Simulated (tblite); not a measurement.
Compound: C₅H₆F₃NO.
Z-matrix (Å and degrees, GFN2-xTB geometry), rows numbered from 1:
```
O 
C   1  1.2029
C   2  1.5283  1  127.03
C   3  1.5306  2  104.35  1  -167.17
C   4  1.5183  3  112.84  2  -144.00
F   5  1.3434  4  111.78  3   177.39
F   5  1.3389  4  112.13  3   -62.88
F   5  1.3402  4  112.78  3    57.57
C   4  1.5415  3  104.29  2   -22.46
N   2  1.3516  1  125.99  3   179.83
H   3  1.0875  2  111.08  1   -44.50
H   3  1.0922  2  107.89  1    73.89
H   4  1.0934  3  110.64  2    96.38
H   9  1.0925  4  112.09  3   143.36
H   9  1.0985  4  110.86  3   -95.23
H  10  1.0065  2  121.98  1    -5.44
```

All values are computed: GFN2-xTB (tblite) harmonic vibrations without scaling, gas phase. The method is semi-empirical: single wavenumbers can be off by several per cent or more. One conformer, not necessarily the lowest.

Harmonic wavenumbers (cm⁻¹): 53.0, 61.7, 138.1, 168.3, 237.9, 314.5, 355.7, 448.8, 465.3, 477.8, 524.5, 531.0, 591.1, 621.2, 675.3, 819.2, 897.2, 915.9, 964.7, 1021.8, 1052.4, 1056.3, 1082.8, 1115.9, 1137.6, 1182.7, 1189.3, 1210.9, 1237.7, 1268.4, 1275.5, 1313.5, 1382.0, 1443.8, 1482.9, 1813.3, 2899.4, 2967.3, 2973.7, 2987.6, 3036.9, 3482.7.

A = 2924, B = 829.3, C = 741.0 MHz; mass 153.040 u (most abundant isotopes); point group C1, symmetry number 1.

Q: Zero-point energy?

A: ½Σν̃ = 24438 cm⁻¹ = 69.87 kcal/mol.

Q: Give the ideal-gas entropy at 273.15 K and 1 bar in the rigid-rotor, harmonic-oscillator model (classical rotation).

A: Translation 40.58, rotation 29.31, vibration 22.35: S = 92.2 cal/(mol K).

Q: And Cp and H(273.15 K) − H(0)?

A: Cp = 32.95 cal/(mol K), of which vibrations give 25.00 (their classical limit is 42 R = 83.5); H(273.15 K) − H(0) = 5.46 kcal/mol without the zero-point energy, 3.29 from vibrations.

Q: What must be added to the electronic energy to get the Gibbs energy at 273.15 K and 1 bar?

A: ZPE + [H(273.15 K) − H(0)] − T·S = 69.87 + 5.46 − 25.19 = 50.14 kcal/mol.

Q: Which modes carry the vibrational entropy at 273.15 K?

A: 53.0 cm⁻¹: 4.53; 61.7 cm⁻¹: 4.23; 138.1 cm⁻¹: 2.66; 168.3 cm⁻¹: 2.29; 237.9 cm⁻¹: 1.66; 314.5 cm⁻¹: 1.20 cal/(mol K); the other 36 give 5.77 together.

Hindered rotation and anharmonicity are outside this model. Other conformers, if any are populated, would add a mixing term that is left out. The structure is chiral; the term R ln 2 for an equal mix with its mirror image is left out.

Time: 0.81 s. Hardware: Arm Neoverse N1, one thread, on a shared host. This covers the Hessian and the dipole derivatives.
